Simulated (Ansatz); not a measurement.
Reaction (cleavage of the Ge–Al bond): `[SiH3][AlH][GeH3]` + `[OH][GeH2][F]` → `[F][GeH2][O][GeH3]` + `[AlH2][SiH3]`

Computed with Ansatz on PBE0-D4/def2-TZVP structures; ΔE is electronic, products minus reactants. CCSD(T)/CBS is the MP2 limit (def2-TZVPP, def2-QZVPP) plus CCSD(T) − MP2 in def2-TZVPP, frozen cores. This one scheme is used for every species. DFT in def2-TZVPP. B3LYP here is the variant with VWN-RPA as its local correlation; programs differ in this. For Ge outer-core shells are correlated without core-valence functions, which leaves a few kJ/mol of doubt a bond. Scalar relativity is left out up to krypton. One conformer a species, not always the lowest.

CCSD(T)/CBS gives +1.3 kJ/mol.

Another level gave +15.1 kJ/mol. Which?
A. PBE0/def2-TZVPP
B. B3LYP/def2-TZVPP
C. ωB97X-V/def2-TZVPP
D. PBE/def2-TZVPP

A. PBE0 15.1, ωB97X-V -4.9, B3LYP 2.2, PBE 19.8 kJ/mol.

Largest T1 diagnostic among the species: 0.013.

From PBE to PBE0 (25 % exact exchange), in def2-TZVPP and without D4, ΔE moves by −4.7 kJ/mol. In def2-TZVPP, CCSD(T) changes the Hartree–Fock value by +20.7 kJ/mol (the triples alone add +1.4 kJ/mol) and MP2 by +16.3 kJ/mol.
